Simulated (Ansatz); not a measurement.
ClGa, triplet, geometry from GFN2-xTB (such geometries of metal compounds can be far from the true shape) (the spin is typed, not shown lowest). Base run: Ansatz (a program for electronic structure) with R2SCAN/6-311G**.

Here is a job for Ansatz.
Ansatz 0.2 input:
```yaml
crystal:
  periodic: [false, false, false]
  atoms:
    - {symbol: Ga, position_ang: [-0.00000000, -0.00000000, -0.78750881]}
    - {symbol: Cl, position_ang: [0.00000000, 0.00000000, 1.43604548]}
basis:
  gaussian:
    orbitals: 6-311G__.json
hamiltonian:
  xc: r2scan
magnetization: {spin_polarized: true, initial_magnetization: 2}
```
The basis file holds 6-311G** in the JSON format of the Basis Set Exchange.

Each row names what was changed in the base input (with any setting that the change needs).

| change | ΔE vs base (mEh) |
|---|---|
| base | 0.000 |
| point_charge = charge:-1.0 position_ang:2.7958, 2.9604, -0.247 | -10.875 |
| final_grid = 10, 20, 41 | 0.037 |
| final_grid = 14, 28, 59 | 0.004 |
| fitting.mean_field = cc-pVTZ-JKFIT | -0.084 |
| point_charge = charge:1.0 position_ang:1.4711, -3.2049, -1.7902 | -14.376 |
| nuclear_model = gaussian | 7.774 |
| final_grid = 4, 8, 17 | -2.780 |
| fitting.mean_field = def2-universal-JKFIT | -0.033 |
| accuracy = high | 0.001 |
| lower_state_search = full | 0.000 |
